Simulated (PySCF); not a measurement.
# Computed properties of Al(Cl)(Br)(OH) (AlBrClHO), SMILES [OH][Al]([Cl])[Br]

Al(Cl)(Br)(OH) (AlBrClHO), SMILES [Al]([Br])([Cl])[OH]. The structure is a stationary point at PBE0-D3(BJ)/def2-SVP. The values are those of a single conformer. All values are computed for the isolated molecule unless a solvent is named; none is compared with measurement here.

**Structure.** The optimised structure has Cs symmetry. All 9 harmonic modes at PBE0-D3(BJ)/def2-SVP (PySCF) are real, so it is a minimum. With heavy atoms numbered as in [Al:1]([Cl:2])([Br:3])[OH:4], the shortest bond between them is Al1–O4 at 1.685 Å and the longest Al1–Br3 at 2.238 Å.

**Vibrations.** The strongest infrared lines (harmonic, unscaled, degenerate partners summed) lie at 609 cm⁻¹ (273 km/mol, Al 58 %, Cl 18 %, H 13 %, O 8 %), 342 cm⁻¹ (141 km/mol, H 88 %, O 11 %), 3986 cm⁻¹ (140 km/mol, H 94 %). The softest mode is at 130 cm⁻¹ and the zero-point energy is 10.4 kcal/mol.

**Electronic structure.** B3LYP/def2-TZVPD (PySCF) places the frontier levels at -8.58 and -1.63 eV, a gap of 6.95 eV, and gives a dipole moment of 1.69 D and a mean polarisability of 63.1 bohr³.

**Excitations.** TDDFT-ωB97X/def2-SVPD (PySCF) has S1 at 6.82 eV (182 nm, f = 0.034, weak); the most intense of the 10 singlets computed lies at 8.17 eV (f = 0.26). T1 (TDA) is at 6.51 eV. No vertical singlet excitation falls in the visible range (under 3.1 eV).

**NMR.** GIAO shifts at KT2/pcSseg-1 (PySCF) (non-relativistic, atoms alike by connectivity averaged): ¹H at 2.9 ppm against TMS. Without spin–orbit terms, shifts of atoms bonded to Cl or Br come out too high.
